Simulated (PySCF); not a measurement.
A geometry optimisation on `C1C[B@@H-]([N+](C)(C)C1)C#CC`.

Computed with PBE0-D3(BJ)/def2-SVP geometry optimisation, gas phase (PySCF 2.14.0). Start geometry: GFN2-xTB. A driver script takes a list of jobs; this job's settings line and coordinates (Å) are shown.

Input:
```
{"job": {"xc": "PBE0", "basis": "def2-SVP", "d3": "d3bj", "grid": 1, "kind": "geom"}, "charge": 0, "multiplicity": 1}
C      3.944426     0.677534     0.327835
C      2.539456     0.673219    -0.043213
C      1.375981     0.672543    -0.351840
B     -0.110997     0.653555    -0.791070
C     -0.431625    -0.619328    -1.776688
C     -0.954810    -1.750219    -0.870285
C     -0.801584    -1.249476     0.565361
N     -1.010330     0.203196     0.539564
C     -2.418483     0.522487     0.327975
C     -0.561097     0.825627     1.778640
H      4.526524     0.112467    -0.401585
H      4.324906     1.699631     0.362024
H      4.080454     0.221386     1.310604
H     -0.508564     1.718899    -1.148899
H     -1.170170    -0.388025    -2.545902
H      0.462285    -0.948696    -2.305290
H     -0.391960    -2.674767    -0.998691
H     -2.001650    -1.979419    -1.082585
H     -1.489327    -1.735412     1.267321
H      0.224277    -1.420623     0.896141
H     -3.037017     0.105932     1.128411
H     -2.543633     1.603152     0.307401
H     -2.748181     0.124290    -0.626102
H      0.497645     0.619616     1.921350
H     -0.688537     1.904126     1.707250
H     -1.129035     0.450919     2.634925
```

Output:
```
step   0  E = -393.30320295  max force = 0.030404
step   1  E = -393.30642358  max force = 0.002612
step   2  E = -393.30646599  max force = 0.000950
step   3  E = -393.30647438  max force = 0.000311
optimisation converged
```

Energies in Eh; «max force» is the largest Cartesian gradient component in Eh/bohr.

**Question.** How much energy does the optimisation release, in eV?

**Answer.** E(step 0) − E(last step) = 0.003271 Eh, which is 0.089 eV.

**Question.** Give the first gradient maximum in eV/Å.

**Answer.** With 1 Eh/bohr = 51.422 eV/Å, 1.563 eV/Å.

Summary of the converged run: final energy -393.30647 Eh after 3 steps; dipole 4.25 D.

**Question.** Where do the atoms end?

**Answer.** 0.046 Å rms from the input after alignment:
```
atom  x, y, z in Å
C1     4.1068    0.6298    0.4241
C2     2.6940    0.6079    0.0745
C3     1.5135    0.6082   -0.2377
B4     0.0032    0.5806   -0.6730
C5    -0.3604   -0.6748   -1.6589
C6    -0.8724   -1.8111   -0.7447
C7    -0.7131   -1.3229    0.6912
N8    -0.9044    0.1502    0.6666
C9    -2.3125    0.4922    0.4164
C10   -0.4635    0.7769    1.9176
H11    4.7110    0.0681   -0.3067
H12    4.5001    1.6588    0.4579
H13    4.2860    0.1766    1.4126
H14   -0.4069    1.6858   -1.0129
H15   -1.1185   -0.4173   -2.4154
H16    0.5331   -0.9901   -2.2167
H17   -0.3187   -2.7536   -0.8704
H18   -1.9276   -2.0563   -0.9477
H19   -1.4046   -1.7853    1.4161
H20    0.3175   -1.4855    1.0379
H21   -2.9540    0.0805    1.2121
H22   -2.4125    1.5836    0.3855
H23   -2.6268    0.0909   -0.5533
H24    0.5973    0.5494    2.0753
H25   -0.5746    1.8655    1.8300
H26   -1.0668    0.4113    2.7640
```

Rough CPU time on one thread of a shared machine: about 2.5 min.
Labels such as C1 count atoms from 1, the log's own numbers from 0.
